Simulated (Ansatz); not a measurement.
`CN1BCBC1`. Charge 0, multiplicity 1. The structure was optimised at the PBE0-D4/def2-TZVP level.

```xyz
15

C     1.575    0.741   -1.112
N     0.476    0.305   -0.296
B    -0.281    1.062    0.599
C    -1.416    0.167    1.243
B    -1.114   -1.237    0.628
C     0.074   -1.094   -0.389
H     1.771    1.798   -0.935
H     1.358    0.601   -2.178
H     2.486    0.174   -0.885
H    -0.040    2.224    0.775
H    -2.418    0.493    0.917
H    -1.494    0.179    2.336
H    -1.665   -2.275    0.858
H     0.909   -1.770   -0.146
H    -0.221   -1.368   -1.415
```

What is the dipole moment at B3LYP/def2-TZVPP? (An estimate is asked.)

Ansatz gave: 1.27 D, with components (0.68, -0.59, -0.89) D in this frame, pointing from negative to positive charge.

And with PBE, r2SCAN, ωB97M-V? (Best estimate.)

Ansatz gave: PBE 1.35 D, r2SCAN 1.28 D, ωB97M-V 1.25 D.

Give the Mulliken charges with B3LYP, r2SCAN, ωB97M-V in def2-TZVPP. (Estimate.)

Ansatz gave: 
| atom | B3LYP | r2SCAN | ωB97M-V |
| --- | --- | --- | --- |
| C1 | -0.18 | -0.07 | -0.23 |
| N2 | -0.09 | -0.08 | -0.09 |
| B3 | -0.02 | 0.01 | -0.09 |
| C4 | -0.29 | -0.25 | -0.31 |
| B5 | 0.02 | 0.06 | -0.08 |
| C6 | -0.14 | -0.10 | -0.19 |
| H7 | 0.10 | 0.06 | 0.11 |
| H8 | 0.09 | 0.05 | 0.12 |
| H9 | 0.09 | 0.05 | 0.11 |
| H10 | 0.02 | -0.01 | 0.08 |
| H11 | 0.09 | 0.07 | 0.11 |
| H12 | 0.09 | 0.06 | 0.11 |
| H13 | 0.05 | 0.02 | 0.12 |
| H14 | 0.09 | 0.06 | 0.12 |
| H15 | 0.09 | 0.06 | 0.12 |

B3LYP here is the variant with VWN-RPA as its local correlation; programs differ in this.
